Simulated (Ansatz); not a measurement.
`CCB(N)N` at its PBE0-D4/def2-TZVP geometry, where that method's forces vanish. Charge 0, multiplicity 1.

```json
{"atom": "C1", "x (Å)": "0.287", "y (Å)": "-0.046", "z (Å)": "-1.773"}
{"atom": "C2", "x (Å)": "-0.726", "y (Å)": "0.239", "z (Å)": "-0.661"}
{"atom": "B3", "x (Å)": "-0.108", "y (Å)": "0.014", "z (Å)": "0.782"}
{"atom": "N4", "x (Å)": "-0.141", "y (Å)": "-1.275", "z (Å)": "1.366"}
{"atom": "N5", "x (Å)": "0.513", "y (Å)": "1.094", "z (Å)": "1.455"}
{"atom": "H6", "x (Å)": "-0.141", "y (Å)": "0.109", "z (Å)": "-2.767"}
{"atom": "H7", "x (Å)": "0.648", "y (Å)": "-1.077", "z (Å)": "-1.726"}
{"atom": "H8", "x (Å)": "1.163", "y (Å)": "0.603", "z (Å)": "-1.687"}
{"atom": "H9", "x (Å)": "-1.603", "y (Å)": "-0.403", "z (Å)": "-0.801"}
{"atom": "H10", "x (Å)": "-1.091", "y (Å)": "1.267", "z (Å)": "-0.762"}
{"atom": "H11", "x (Å)": "0.270", "y (Å)": "-1.508", "z (Å)": "2.252"}
{"atom": "H12", "x (Å)": "-0.580", "y (Å)": "-2.054", "z (Å)": "0.911"}
{"atom": "H13", "x (Å)": "0.544", "y (Å)": "2.017", "z (Å)": "1.064"}
{"atom": "H14", "x (Å)": "0.967", "y (Å)": "1.021", "z (Å)": "2.348"}
```

(1) For each bond, give half the difference of the two atoms' forces along it (eV/Å; positive pushes the atoms apart) under PBE-D4, r2SCAN-D4, B3LYP-D4, ωB97M-V in def2-TZVPP. (Estimate.)

Answers

(1) The calculation gave: 
```csv
bond,length (Å),PBE-D4,r2SCAN-D4,B3LYP-D4,ωB97M-V
C1–C2,1.531,0.03,0.15,0.22,0.20
C1–H6,1.094,0.10,-0.04,-0.07,-0.09
C1–H7,1.093,0.11,-0.03,-0.07,-0.07
C1–H8,1.093,0.11,-0.03,-0.06,-0.07
C2–B3,1.586,-0.14,-0.08,-0.02,-0.04
C2–H9,1.096,0.12,-0.02,-0.07,-0.09
C2–H10,1.096,0.12,-0.02,-0.07,-0.09
B3–N4,1.416,0.01,0.06,0.05,0.10
B3–N5,1.415,0.01,0.06,0.05,0.10
N4–H11,1.004,0.20,0.00,-0.01,-0.06
N4–H12,1.003,0.19,-0.01,-0.02,-0.05
N5–H13,1.003,0.19,-0.01,-0.02,-0.05
N5–H14,1.004,0.20,0.00,-0.01,-0.06
```

B3LYP here is the variant with VWN-RPA as its local correlation; programs differ in this.

Program: Ansatz 0.2.0.
